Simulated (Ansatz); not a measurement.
Cost and result for the atomization energy of `[Cl][Ga]([Cl])[GeH3]` (7 atoms, 6 bonds).

Charge 0, multiplicity 1. Correlated methods include outer-core shells of Ga, Ge, which these sets cover unevenly. Scalar relativity is left out up to krypton. The geometry is a stationary point of PBE0-D4/def2-TZVP. Program: Ansatz. All runs use 4 threads of an AMD EPYC 9R45 on a shared host. Times are those of one run each, without the atoms' runs, and a repeat can differ threefold. Electronic energies, without spin–orbit coupling; frozen cores. CCSD(T)/CBS adds CCSD(T) − MP2 in def2-TZVPP to the MP2 limit, and its time is that of the two runs behind it. T1 = 0.012. With those shells the extrapolation isn't a true limit. B3LYP takes the VWN-RPA correlation (the form of Gaussian; ORCA's B3LYP/G).

CCSD(T)/CBS is a level of theory with its own doubt, some kJ/mol a heavy atom from the limit and from the frozen cores, so smaller differences don't rank the functionals.

```
                            level  functions  wall time
           LDA (SPW92)/def2-TZVPP        222      0.5 s
             revPBE-D4/def2-TZVPP        222     0.75 s
  PBE-D4/def2-TZVPP (with forces)        222     0.95 s
              BHLYP-D4/def2-TZVPP        222      1.4 s
          CAM-B3LYP-D4/def2-TZVPP        222      1.6 s
B3LYP-D4/def2-TZVPP (with forces)        222        2 s
            r2SCANh-D4/def2-TZVPP        222      2.1 s
              PBE-QIDH/def2-TZVPP        222      2.1 s
                 CCSD(T)/def2-SVP        115      2.6 s
 ωB97M-V/def2-TZVPP (with forces)        222      4.4 s
                   MP2/def2-QZVPP        408        7 s
               CCSD(T)/def2-TZVPP        222       39 s
                CCSD(T)/CBS(def2)          –       46 s
```

What atomization energy does each give, and how far from CCSD(T)/CBS? (Best estimate.)

The calculation gave: 
| level | atomization (kJ/mol) | difference from CCSD(T)/CBS | per bond |
| --- | --- | --- | --- |
| LDA (SPW92)/def2-TZVPP | 2083.8 | 230.5 | 38.4 |
| revPBE-D4/def2-TZVPP | 1783.3 | -70.0 | -11.7 |
| PBE-D4/def2-TZVPP (with forces) | 1830.8 | -22.5 | -3.8 |
| BHLYP-D4/def2-TZVPP | 1788.2 | -65.1 | -10.8 |
| CAM-B3LYP-D4/def2-TZVPP | 1816.3 | -37.0 | -6.2 |
| B3LYP-D4/def2-TZVPP (with forces) | 1801.1 | -52.2 | -8.7 |
| r2SCANh-D4/def2-TZVPP | 1853.1 | -0.2 | 0.0 |
| PBE-QIDH/def2-TZVPP | 1846.0 | -7.3 | -1.2 |
| CCSD(T)/def2-SVP | 1726.0 | -127.3 | -21.2 |
| ωB97M-V/def2-TZVPP (with forces) | 1828.1 | -25.2 | -4.2 |
| MP2/def2-QZVPP | 1859.5 | 6.2 | 1.0 |
| CCSD(T)/def2-TZVPP | 1820.3 | -33.0 | -5.5 |
| CCSD(T)/CBS(def2) | 1853.3 | 0.0 | 0.0 |

From r2SCAN to r2SCAN0 (25 % exact exchange), in def2-TZVPP and without D4, the atomization energy moves by −22.9 kJ/mol: exact exchange takes away binding that semilocal exchange gives to molecules. The D4 term adds +31.9 kJ/mol with B3LYP and +16.9 kJ/mol with PBE0; it sums over pairs of atoms, weighted by their polarisabilities, and B3LYP, whose exchange is more repulsive, gets the larger term. At CCSD(T), def2-SVP lies −127.4 kJ/mol from the extrapolated value and def2-TZVPP −33.0 kJ/mol: correlation converges slowly with the basis, and small sets miss more of it in the bonded molecule than in its fragments.

For some Ge, Se and Sn compounds the MP2-based and the directly extrapolated limit differ by 10 to 25 kJ/mol.
